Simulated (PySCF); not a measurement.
# Spin-rotation constants: `InChI=1S/C5H3ClF2/c6-5-3(7)1-2-4(5)8/h1H,2H2`

Geometry:
```csv
atom,x (Å),y (Å),z (Å)
F1,2.290,-1.156,0.331
C2,1.094,-0.597,0.163
C3,-0.086,-1.229,0.140
C4,-1.163,-0.218,-0.074
C5,-0.392,1.056,-0.165
F6,-1.008,2.223,-0.359
C7,0.929,0.839,-0.026
Cl8,2.213,1.967,-0.053
H9,-0.261,-2.280,0.254
H10,-1.879,-0.195,0.751
H11,-1.731,-0.408,-0.988
```

Level of theory: GIAO B3LYP/pcSseg-1 magnetisability, rotational g tensor and spin-rotation constants, non-relativistic, gas phase (PySCF). Geometry: GFN2-xTB.

Question: Give the nuclear spin-rotation constants along the inertial axes (H = +C I·J) beside the isotropic shieldings.

Answer: Rotational constants 1.9748, 1.8870, 0.9707 GHz. A star marks the isotopologue with that one atom substituted, in its own axes.
```tsv
atom	isotope	Caa (kHz)	Cbb (kHz)	Ccc (kHz)	mean (kHz)	σ (ppm)
F1	19F	2.243	2.927	0.364	1.845	293.2
F6	19F	3.095	2.672	0.205	1.991	285.4
Cl8	35Cl	0.588	0.303	0.164	0.352	793.0
H9	1H	-0.188	0.144	-0.118	-0.054	26.6
H10	1H	-0.122	-0.167	-0.030	-0.106	28.7
H11	1H	-0.123	-0.166	-0.030	-0.106	28.7
C2	13C*	0.951	0.721	0.266	0.646	11.7
C3	13C*	0.694	0.600	0.139	0.478	83.3
C4	13C*	0.388	0.319	0.156	0.287	145.8
C5	13C*	0.770	0.943	0.265	0.659	6.0
C7	13C*	0.576	0.778	0.190	0.515	64.7
```
For the geometry as given, no vibrational averaging.

Question: How do the rotational constants and the g tensor change when H9, H10, H11 are replaced by deuterium?

Answer: Constants 1.8817, 1.7902, 0.9279 GHz; g -0.0251, -0.0203, -0.0028, against -0.0225, -0.0249, -0.0028 before.
